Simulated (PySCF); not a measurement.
## Electric field gradients and quadrupole coupling constants

C6H8OS2Si.
Geometry (GFN2-xTB, Å), atoms numbered from 1 in this order:
```
atom  x, y, z in Å
C1    -1.5251   -1.4329    1.7327
C2    -1.1338   -0.8146    0.7761
C3    -0.7256   -0.0929   -0.3476
S4    -1.9757    0.4861   -1.4411
C5    -3.4887   -0.0647   -0.6045
C6     0.6103    0.1496   -0.5845
C7     1.0541    0.8841   -1.7202
O8     2.2262    1.1299   -1.9658
S9     1.8422   -0.4320    0.5053
Si10   3.6834    0.3262   -0.4329
H11   -1.8212   -1.9783    2.5782
H12   -4.3103    0.2624   -1.2343
H13   -3.4858   -1.1466   -0.5158
H14   -3.5537    0.3998    0.3746
H15    0.2655    1.2399   -2.4007
H16    3.7750    1.7665   -0.2564
H17    3.9954   -0.4410   -1.6272
H18    4.5589   -0.2351    0.6144
```

Field gradients from the PBE0/pcSseg-1 density (PySCF, non-relativistic), principal values in atomic units, ordered |Vxx| ≤ |Vyy| ≤ |Vzz|:

| atom | Vxx | Vyy | Vzz |
| --- | --- | --- | --- |
| S4 | 0.2947 | 2.3797 | -2.6744 |
| O8 | 0.6143 | 0.9951 | -1.6094 |
| S9 | -0.2806 | -1.8707 | 2.1513 |

**Question.** Find the asymmetry η = (Vxx − Vyy)/Vzz and the couplings χ = eQV/h (234.96 MHz × Q in barn × V in au), with Q(33S) = −0.0678 b, Q(17O) = −0.0256 b.

**Answer.** 
```tsv
atom	environment	nucleus	η	χzz (MHz)	χxx (MHz)	χyy (MHz)
S4	sulfide sulfur	33S	0.78	42.60	-4.69	-37.91
O8	aldehyde oxygen	17O	0.24	9.68	-3.70	-5.99
S9	sulfur bonded to C and Si	33S	0.74	-34.27	4.47	29.80
```

**Question.** What is Vzz at S9 in SI units (1 au = 9.71736 × 10²¹ V/m²)?

**Answer.** 2.1513 au = 20.905 × 10²¹ V/m².

**Question.** And the gradient at the other heavy atoms, for which no coupling is worked out here?

**Answer.** 
```tsv
atom	environment	Vzz (au)	η
C1	terminal alkyne carbon	-0.318	0.27
C2	alkyne carbon	-0.263	0.02
C3	fully substituted alkene carbon	-0.204	0.30
C5	S-methyl carbon	0.334	0.09
C6	fully substituted alkene carbon	-0.166	0.14
C7	aldehyde carbon	0.532	0.22
Si10	SiH3 silicon	0.744	0.66
```

Were the hydrogens deuterons (Q(2H) = 0.00286 b), χzz would run from 101 kHz (H18) to 265 kHz (H11).

Isolated species at its GFN2-xTB geometry (one conformer only). GFN2-xTB bond lengths can be off by several hundredths of an ångström, more for odd bonds, and the gradients follow them. A larger basis could move these couplings by a tenth or more.

The run behind these numbers computed NMR shieldings as well. Hardware: one thread, Arm Neoverse V2 (aarch64), on a shared host. Cost: 57 s, 1.1 GiB resident at most.
